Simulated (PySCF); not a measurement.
B(H)3(HNMe2) (C2H10BN), SMILES [BH3]<-N(C)C (connectivity only; charge and spin as stated), neutral, multiplicity 1.

Coordinates come from a B3LYP-D3(BJ)/def2-SVP optimisation. The isomer is the one that the SMILES or the coordinates give; other isomers of the formula were not compared. One conformer was computed; it need not be the lowest.

These are PBE/def2-TZVP (PySCF) values and carry that method's errors.

Gas-phase values at a fixed geometry.

Computed frontier levels, gap, dipole moment and polarisability:
```json
{
  "highest_occupied_level": "-6.34 eV",
  "lowest_empty_level": "-0.40 eV",
  "orbital_gap": "5.94 eV",
  "dipole_moment": "5.13 D",
  "quadrupole, principal values (traceless, Buckingham form, about the centre of nuclear charge)": "-8.88, 4.14, 4.74 D·Å",
  "mean_static_polarisability": "54.8 bohr³ (8.12 Å³)",
  "polarisability_principal_values": "49.4, 56.7, 58.2 bohr³"
}
```
